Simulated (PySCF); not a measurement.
1,1,1-trifluoropropane (C3H5F3), SMILES CCC(F)(F)F.

Geometry: TPSSh-D3(BJ)/def2-SVP.

All values below come from PySCF with TDA-CAM-B3LYP/def2-SVPD.

Vertical excitations. Isolated molecule, no solvent. State labels are in the subgroup Cs.

Problem. Give excitation energies, oscillator strengths and character. (Estimate from the structure and the level; the computed values follow.)

Solution. 
```csv
state,symmetry,energy (eV),λ (nm),f,main pairs
S1,A",9.84,126,0.001,HOMO−1→LUMO 94 %
S2,A',9.98,124,0.007,HOMO→LUMO 93 %
S3,A',10.61,117,0.007,HOMO−2→LUMO 88 %
S4,A",10.80,115,0.126,"HOMO−1→LUMO+1 74 %, HOMO−1→LUMO+2 16 %"
S5,A',10.89,114,0.116,HOMO→LUMO+1 78 %
S6,A',11.26,110,0.072,HOMO→LUMO+2 74 %
S7,A",11.30,110,0.027,"HOMO−1→LUMO+2 58 %, HOMO−1→LUMO+5 12 %, HOMO−1→LUMO+1 10 %"
S8,A",11.40,109,0.024,"HOMO→LUMO+3 72 %, HOMO→LUMO+4 14 %"
S9,A',11.44,108,0.201,"HOMO−2→LUMO+1 66 %, HOMO−1→LUMO+3 11 %"
S10,A',11.51,108,0.052,"HOMO−1→LUMO+3 60 %, HOMO−1→LUMO+4 11 %, HOMO→LUMO+2 9 %"
T1,A",9.52,130,0,HOMO−1→LUMO 89 %
T2,A',9.64,129,0,HOMO→LUMO 83 %
T3,A',10.26,121,0,HOMO−2→LUMO 84 %
T4,A",10.32,120,0,"HOMO−1→LUMO+1 54 %, HOMO−1→LUMO+2 20 %"
```
Triplets are in the Tamm–Dancoff approximation.
